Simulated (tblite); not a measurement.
A tight-binding relaxation on `[CH3][GeH2][Si](C)(C)CF`.

Computed with GFN2-xTB geometry optimisation, gas phase (tblite 0.8.0). Start geometry: from a force field or distance geometry. The command runs a driver script over a list of jobs; the input below is this job's line of settings and its coordinates in Å.

Command:
```bash
OMP_NUM_THREADS=1 python probes_run.py task.json out
```

Input:
```
{"job": {"kind": "relax", "xc": "GFN2-xTB", "basis": "xTB"}, "charge": 0, "multiplicity": 1}
C      2.535700    -0.558500     0.413600
Ge     0.994100     0.018000     1.485000
Si    -0.713300     0.187400    -0.056900
C     -0.025500     1.286500    -1.428500
C     -2.291800     0.824800     0.670500
C     -0.871300    -1.512100    -0.814800
F     -0.837800    -2.519300     0.101000
H      2.547100     0.027200    -0.540400
H      2.297000    -1.610400     0.110800
H      3.469300    -0.476500     0.968700
H      0.739000    -1.101500     2.521700
H      1.227200     1.370200     2.181500
H      0.465000     2.183100    -1.026200
H     -0.816900     1.480400    -2.152400
H      0.749700     0.646000    -1.906900
H     -2.592700     0.246300     1.580900
H     -2.115200     1.905900     0.909800
H     -3.085400     0.773500    -0.104900
H     -1.734900    -1.535900    -1.477600
H      0.055900    -1.624600    -1.437900
```

Output:
```
step      E/eV     max force
  0    -640.34691    1.626
  1    -640.52496    0.672
  2    -640.62744    0.668
  3    -640.67906    0.575
  4    -640.73138    0.458
  5    -640.75516    0.408
  6    -640.78882    0.453
  7    -640.81941    0.402
  8    -640.84314    0.344
  9    -640.85442    0.210
... (86 lines left out)
 96    -641.00137    0.022
 97    -641.00142    0.022
 98    -641.00147    0.020
 99    -641.00155    0.028
100    -641.00170    0.032
101    -641.00195    0.032
102    -641.00218    0.024
103    -641.00230    0.012
104    -641.00233    0.011
105    -641.00234    0.009
```

«max force» is the largest atomic force in eV/Å.

Task: From which step on does the largest force stay under 0.1 eV/Å, and how much energy is left to gain from there?

Result: From step 61 (0.097 eV/Å), 10.5 meV above the end.

Summary of the converged run: energy lowered by 15.1 kcal/mol over 105 steps; largest atomic force 0.009 eV/Å at the end.

On one thread, Intel Xeon Platinum 8259CL at 2.50 GHz (x86_64), no GPU, shared host with 96 logical CPUs at a one-minute load of 34, this took 1.6 s of wall time.
Labels such as C1 count atoms from 1, the log's own numbers from 0.
